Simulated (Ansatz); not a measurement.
The same ligand exchange along the group C, Si, Ge, Sn.

Calculated with Ansatz (gas phase, PBE0-D4/def2-TZVP geometries, no zero-point term in ΔE). CCSD(T)/CBS adds triple-zeta CCSD(T) − MP2 to the extrapolated MP2 energy (def2 sets, frozen cores). This one scheme is used for every species. DFT in def2-TZVPP. Elements past krypton have def2 core potentials. For Ga, Ge, I, Sn outer-core shells are correlated without core-valence functions, which leaves a few kJ/mol of doubt a bond. Scalar relativity is left out up to krypton.

```csv
reaction,LDA (SPW92) (kcal/mol),PBE-D4 (kcal/mol),B2PLYP (kcal/mol),ωB97M-V (kcal/mol)
`[CH3][GaH2]` + HI → `[GaH2][I]` + CH₄,-36.1,-37.8,-38.7,-37.7
`[SiH3][GaH2]` + HI → `[GaH2][I]` + SiH₄,-27.2,-27.8,-31.6,-30.7
`[GaH2][GeH3]` + HI → `[GaH2][I]` + GeH₄,-23.5,-23.8,-26.1,-25.5
`[GaH2][SnH3]` + HI → `[GaH2][I]` + `[SnH4]`,-19.7,-19.8,-21.7,-21.5
```

Q: Give the CCSD(T)/CBS values in the same order. (Estimate.)

A: Ansatz gave: -38.0, -31.0, -25.8, -20.7 kcal/mol.

Largest T1 diagnostic: 0.014, for `[GaH2][SnH3]`.
